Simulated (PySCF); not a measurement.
## Chlorine: a sound run and one with changed settings

Sound run: Cl⁺ [Ne] 3s2 3p4, Cl²⁺ [Ne] 3s2 3p3. Calculation: PySCF 2.14, in cc-pV(T+d)Z (5s4p3d1f, 39 functions); the non-relativistic Hamiltonian (point nucleus). In the sound run the correlated levels freeze [Ne]. The sound run starts from symmetry-adapted Hartree-Fock orbitals and uses a fine grid where one is needed.

Changed run: a valence shell is frozen. This setting is unsound on purpose.

```tsv
species	method	sound run (hartree)	changed run (hartree)	converged
Cl⁺	MP2	-459.17687	-459.11067	yes
Cl⁺	CCSD(T)	-459.20642	-459.12277	yes
Cl²⁺	MP2	-458.31877	-458.24503	yes
Cl²⁺	CCSD(T)	-458.34324	-458.25234	yes
```

Ionisation energy of Cl⁺:

| method | sound run (eV) | changed run (eV) |
| --- | --- | --- |
| UHF | 22.589 | 22.589 |
| MP2 | 23.350 | 23.555 |
| SCS-MP2 | 23.432 | 23.763 |
| CCSD | 23.460 | 23.655 |
| CCSD(T) | 23.488 | 23.686 |

Freezing a valence shell removes pair correlation that changes on ionisation.

For comparison, NIST gives 23.814 eV between the lowest levels.
